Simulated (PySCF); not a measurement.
Ionising SrCl

UHF; Sr def2-SVP with ECP28, Cl def2-SVP; scalar-relativistic core potentials (PySCF 2.14). Neutral (UHF): doublet (σ ↑), Re = 2.655 Å, ωe = 305 cm⁻¹, De = 3.71 eV, HOMO -5.55 eV, LUMO -0.09 eV.

SrCl⁺ (RHF): singlet (closed shell), Re = 2.550 Å, ωe = 361 cm⁻¹, De = 3.11 eV to Sr⁺ + Cl. The energies at the minima are -489.79460 hartree for SrCl and -489.59809 for SrCl⁺.

Task: Work out the adiabatic ionisation energy, without and with harmonic zero-point energies (1 hartree = 27.2114 eV, 1 eV = 8065.5 cm⁻¹), and the change of the bond length.

Result: At HF: 0.19651 hartree = 5.347 eV between the minima; the zero-point term (361.0 − 305.0)/2 cm⁻¹ = +0.003 eV makes it 5.351 eV. Re changes by -10.5 pm against the neutral. The electron leaves a σ orbital; in so polar a molecule the change of length follows mostly from the change of the ionic charges.

For an ion De counts to the pair picked by the measured ionisation energies or electron affinities, which need not be the lowest pair at this level. Where the molecule has an RHF reference, its open-shell atoms are computed with UHF. Hartree–Fock leaves out correlation, which carries a large part of most bond energies and some tenths to 1 eV of ionisation energies. States were picked by a PBE0 search and need not be the measured ground states.

Neutral and ion stand on different kinds of reference determinant, which adds to the error of the difference.
